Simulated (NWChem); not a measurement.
Everything below was run with NWChem. System: C₃H₂F₂, charge 0, spin multiplicity 1, at a geometry optimised with PBE0/def2-SVP. The structure started from a generated list of species. Level: MP2/aug-pcseg-1, 5 core orbitals frozen.

Output (cleaned and shortened):

```
             Northwest Computational Chemistry Package (NWChem) 7.3.0
             --------------------------------------------------------

                                NWChem Input Module
                                -------------------

 Scaling coordinates for geometry "geometry" by  1.889725989
 (inverse scale =  0.529177249)

 Turning off AUTOSYM since
 SYMMETRY directive was detected!

                             Geometry "geometry" -> ""
                             -------------------------

 Output coordinates in angstroms (scale by  1.889725989 to convert to a.u.)

  No.       Tag          Charge          X              Y              Z
 ---- ---------------- ---------- -------------- -------------- --------------
    1 C                    6.0000     0.00000000     0.00000000     2.18240800
    2 C                    6.0000     0.00000000     0.00000000     0.87512200
    3 C                    6.0000     0.00000000     0.00000000    -0.43111500
    4 F                    9.0000     1.07987200     0.00000000    -1.18187100
    5 F                    9.0000    -1.07987200     0.00000000    -1.18187100
    6 H                    1.0000     0.00000000     0.93458800     2.75759600
    7 H                    1.0000     0.00000000    -0.93458800     2.75759600

 Effective nuclear repulsion energy (a.u.)     156.0696721652

            Nuclear Dipole moment (a.u.)
            ----------------------------
        X                 Y               Z
 ---------------- ---------------- ----------------
     0.0000000000     0.0000000000     0.0000075589

      Symmetry information
      --------------------

 Group name             C2v
 Group number             16
 Group order               4
 No. of unique centers     5

      Symmetry unique atoms

     1    2    3    4    6


 Summary of "ao basis" -> "" (spherical)
 ------------------------------------------------------------------------------
       Tag                 Description            Shells   Functions and Types
 ---------------- ------------------------------  ------  ---------------------
 *                        aug-pcseg-1                 on all atoms

 Summary of "ao basis" -> "ao basis" (spherical)
 ------------------------------------------------------------------------------
       Tag                 Description            Shells   Functions and Types
 ---------------- ------------------------------  ------  ---------------------
[...]
    2 C    6     6.89   2.00  0.73  0.28  0.32  2.01  1.56  0.16  0.04 -0.22
    3 C    6     3.85   2.00  0.69 -0.00 -0.26  1.86 -0.11 -0.07  0.14 -0.39
    4 F    9     9.81   2.00  0.94  1.05  0.09  3.41  2.13  0.16  0.01  0.01
    5 F    9     9.81   2.00  0.94  1.05  0.09  3.41  2.13  0.16  0.01  0.01
    6 H    1     0.73   0.76 -0.09 -0.01  0.02  0.05
    7 H    1     0.73   0.76 -0.09 -0.01  0.02  0.05

       Multipole analysis of the density wrt the origin
       ------------------------------------------------

     L   x y z        total         open         nuclear
     -   - - -        -----         ----         -------
     0   0 0 0     -0.000000      0.000000     38.000000

     1   1 0 0     -0.000000      0.000000      0.000000
     1   0 1 0     -0.000000      0.000000      0.000000
     1   0 0 1      0.879833      0.000000      0.000008

     2   2 0 0    -22.555896      0.000000     74.957439
     2   1 1 0     -0.000000      0.000000      0.000000
     2   1 0 1     -0.000000      0.000000      0.000000
     2   0 2 0    -19.852027      0.000000      6.238326
     2   0 1 1      0.000000      0.000000      0.000000
     2   0 0 2    -17.531145      0.000000    266.540792

                   NWChem MP2 Semi-direct Energy/Gradient Module
                   ---------------------------------------------

  Basis functions       =    133
  Molecular orbitals    =    133
  Frozen core           =      5
  Frozen virtuals       =      0
  Active alpha occupied =     14
  Active beta occupied  =     14
  Active alpha virtual  =    114
  Active beta virtual   =    114
  Use MO symmetry       = T
  Use skeleton AO sym   = T

  AO/Fock/Back tols     =   1.0D-09  1.0D-09  1.0D-09

 GA uses MA = F    GA memory limited = T

 Available:
  local mem=  1.26D+08
 global mem=  1.44D+08
 local disk=  0.00D+00
  mp2_memr nvloc                   114
  nvloc new                   114
   1 passes of  14:        3145728                      76783                  47484172.
   1 passes of  14: M    126152372           G      144143822           F     123006644.

 Semi-direct pass number   1 of   1  for RHF alpha+beta  at        3.2s
  vrange nnbf                  8745
  mp2_eaftype                   181  avail_ma_in_mb                  1099
 EAF : mp2_eaftype filesize         181   23742086.
  mp2_eaf for mointskh                    181
Node 0 wrote    111.7 Mb in      0.0 s     Agg I/O rate:  2733.0 Mb/s
 Done moints_semi at        9.0s
  mp2_eaftype                   181  avail_ma_in_mb                   918
 EAF : mp2_eaftype filesize         181   23742086.
  mp2_eaf for kh                   181
 Done maket at        9.5s
 Done multipass loop at        9.5s

          -------------------------------------------
          SCF energy                -313.479513804586
          Correlation energy          -0.770329132439
          Singlet pairs               -0.461515982983
          Triplet pairs               -0.308813149455
          Total MP2 energy          -314.249842937025
          -------------------------------------------

          ---------------------------------------------------
                    Spin Component Scaled (SCS) MP2
          Same spin pairs                     -0.205875432970
          Same spin scaling factor             0.333333333333
          Opposite spin pairs                 -0.564453699469
          Opposite spin scaling fact.          1.200000000000
          SCS-MP2 correlation energy          -0.745969583686
          Total SCS-MP2 energy              -314.225483388271
          ---------------------------------------------------

 -----------------------
 Performance information
 -----------------------

 Timer overhead =  1.24D-07 seconds/call

               Nr. of calls         CPU time (s)                 Wall time (s)                GFlops
             ---------------    -------------------     ------------------------------   -------------------
Name         Min   Avg   Max    Min     Avg     Max     Min     Avg     Max   Mx/calls   Min     Max     Sum
mp2: moin     1     1     1    5.8     5.8     5.8      5.8     5.8     5.8     5.8      0.0     0.0     0.0
mp2: make     1     1     1   0.55    0.55    0.55     0.55    0.55    0.55    0.55      0.0     0.0     0.0
mp2: tota     1     1     1    6.4     6.4     6.4      6.4     6.4     6.4     6.4      0.0     0.0     0.0

 The average no. of pstat calls per process was 3.00D+00
 with a timing overhead of 3.73D-07s

 Task  times  cpu:        9.5s     wall:        9.5s

 Total times  cpu:        9.5s     wall:        9.5s
```

Write an NWChem input that would produce this output.

Several could match; the one computed here: 
```
start mol
memory heap 200 mb stack 900 mb global 1100 mb
geometry units angstroms nocenter noautoz
  C      0.000000     0.000000     2.182408
  C      0.000000     0.000000     0.875122
  C      0.000000     0.000000    -0.431115
  F      1.079872     0.000000    -1.181871
  F     -1.079872     0.000000    -1.181871
  H      0.000000     0.934588     2.757596
  H      0.000000    -0.934588     2.757596
  symmetry group C2v
end
basis spherical
  * library aug-pcseg-1
end
scf
  rhf
  nopen 0
  maxiter 100
  thresh 1e-7
  semidirect memsize 60000000 filesize 0
end
mp2
  freeze core 5
end
task mp2 energy
```
